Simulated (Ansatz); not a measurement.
One change: `FC(F)(F)[O][GeH2][Cl]` becomes `FC(F)(F)O[SiH](Cl)Cl`.

Ansatz, PBE0-D4/def2-TZVP geometries, multiplicity 1. Each molecule was computed in one conformer, which needn't be the lowest.

Scalar relativity is left out up to krypton.

```
                                          property  `FC(F)(F)[O][GeH2][Cl]`
  size of the dipole moment (B3LYP/def2-TZVPP) / D                     3.01
               HOMO energy (B3LYP/def2-TZVPP) / eV                    -9.15
               HOMO–LUMO gap (PBE/def2-TZVPP) / eV                     6.48
size of the dipole moment (ωB97M-V/def2-TZVPP) / D                     3.03
             LUMO energy (ωB97M-V/def2-TZVPP) / eV                     1.43
              HOMO–LUMO gap (PBE0/def2-TZVPP) / eV                     8.89
```

(1) What does the change do to each property? (An estimate is asked.)

Results:

(1) The calculation gave: 
```
                                          property  `FC(F)(F)O[SiH](Cl)Cl`  shift
  size of the dipole moment (B3LYP/def2-TZVPP) / D                    1.33  -1.68
               HOMO energy (B3LYP/def2-TZVPP) / eV                   -9.49  -0.34
               HOMO–LUMO gap (PBE/def2-TZVPP) / eV                    7.46   0.98
size of the dipole moment (ωB97M-V/def2-TZVPP) / D                    1.31  -1.72
             LUMO energy (ωB97M-V/def2-TZVPP) / eV                    2.03   0.60
              HOMO–LUMO gap (PBE0/def2-TZVPP) / eV                    9.87   0.98
```

With PBE0 the HOMO falls by 0.38 eV and the LUMO rises by 0.60 eV, so the gap widens by about 0.98 eV. PBE moves the HOMO by -0.36 eV and ωB97M-V by -0.38 eV. Dipoles are sizes alone; their direction can turn.

B3LYP here is the variant with VWN-RPA as its local correlation; programs differ in this.
